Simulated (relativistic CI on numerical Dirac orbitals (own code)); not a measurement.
**How well does a small relativistic CI reproduce As IV?**

Calculated at this level of theory: Dirac-Coulomb-Breit CI, orbitals from a KLI potential per configuration, model QED, valence Slater integrals scaled by 0.85, configuration energies shifted to the measured levels that pair with them (semi-empirical) (own radial code, finite nucleus).

Configurations in the expansion (outside the closed core [Ar]): 3d¹⁰4s², 3d¹⁰4s4p, 3d¹⁰4p², 3d¹⁰4s4d, 3d¹⁰4s5s, 3d¹⁰4s5p, 3d¹⁰4s4f, 3d¹⁰4s5d, 3d¹⁰4s6s, 3d¹⁰4d², 3d¹⁰4p4d, 3d¹⁰4f², 3d¹⁰4p4f, 3d¹⁰4s6p, 3d¹⁰4p5s, 3d¹⁰4s5f, 3d¹⁰4s5g, 3d¹⁰4s6d, 3d¹⁰4s6f, 3d⁹4s4p², 3d⁸4s²4p², 3d⁹4s²4p, 3d¹⁰4d4f. Levels of other configurations are missing.

```csv
Configuration,Term (tabulated),J,Measured (cm⁻¹),Computed,Error,Purity (%)
3d¹⁰4s²,1S,0,0.0,0,0,97
3d¹⁰4s4p,3P°,1,76962.0,76962,0,99
3d¹⁰4s4p,3P°,2,79492.0,79349,-143,100
3d¹⁰4s4p,1P°,1,112022.0,112763,741,97
3d¹⁰4p²,3P,1,181468.0,181468,0,100
3d¹⁰4p²,3P,2,184394.0,184188,-206,90
3d¹⁰4s4d,3D,1,210597.0,210610,13,100
3d¹⁰4s4d,3D,2,210729.8,210730,0,100
3d¹⁰4s4d,3D,3,210932.6,210913,-20,100
3d¹⁰4p²,1S,0,211683.0,211896,213,95
3d¹⁰4s5s,3S,1,220127.6,220128,0,100
3d¹⁰4s5p,3P°,0,251212.0,251199,-13,99
3d¹⁰4s5p,3P°,1,251466.9,251480,13,97
3d¹⁰4s5p,3P°,2,252285.0,252243,-42,99
3d¹⁰4s5p,1P°,1,254039.9,254940,900,95
3d¹⁰4s4f,3F°,3,284730.0,284740,10,70
3d¹⁰4s5d,3D,1,295580.8,295590,9,100
3d¹⁰4s5d,3D,2,295639.0,295639,0,100
3d¹⁰4s5d,3D,3,295730.2,295716,-15,100
3d¹⁰4s6s,3S,1,298875.1,298452,-423,100
3d¹⁰4s6s,1S,0,300698.9,301122,423,100
```

Measured levels from Moore, Atomic Energy Levels, vol. II, NSRDS-NBS 35 (1971 reprint of NBS Circular 467, 1952); pairs were made by configuration, J and term (by order where the table uses no LS term), so strongly mixed levels may be paired wrongly. The analysis dates from before 1960.

Mean error by configuration (cm⁻¹): 3d¹⁰4s4p 199; 3d¹⁰4p² 2; 3d¹⁰4s4d -2; 3d¹⁰4s5s 0; 3d¹⁰4s5p 215; 3d¹⁰4s4f 10; 3d¹⁰4s5d -2; 3d¹⁰4s6s 0. Over the excited levels the mean absolute error is 159 cm⁻¹ (20 of the 20 excited levels that our extract of the source holds in range could be paired), and the median relative error of those above 1,000 cm⁻¹ is 0.0057 %, both after the shifts were fitted to these levels, so that a configuration with one level shows no error.

Configurations whose levels could be paired with our table of measured levels were shifted onto them, all but the ground configuration, by the median error of their levels; single terms can still be off by 1,000 to 2,000 cm⁻¹ or more, and rates follow the energies as ν³ (E1, M1) or ν⁵ (E2). The others borrow a shift and can be off by several thousand cm⁻¹ or more. The fine structure of a lone outer electron comes out too small, for d and f at times inverted, and misplaced configurations move strength between like terms. 20 of the 20 excited levels that our extract of the measured tables holds in this range could be paired (the sources list more); they are missed by 159 cm⁻¹ on average and 900 at most, after the shifts were fitted to these levels, and levels without a partner can miss by more.

Shifts applied (cm⁻¹): 3d¹⁰4s² 0; 3d¹⁰4s4p 2752; 3d¹⁰4p² 2910; 3d¹⁰4s4d 3090; 3d¹⁰4s5s 2455; 3d¹⁰4s5p 3093; 3d¹⁰4s4f 628; 3d¹⁰4s5d 3041; 3d¹⁰4s6s 2331.
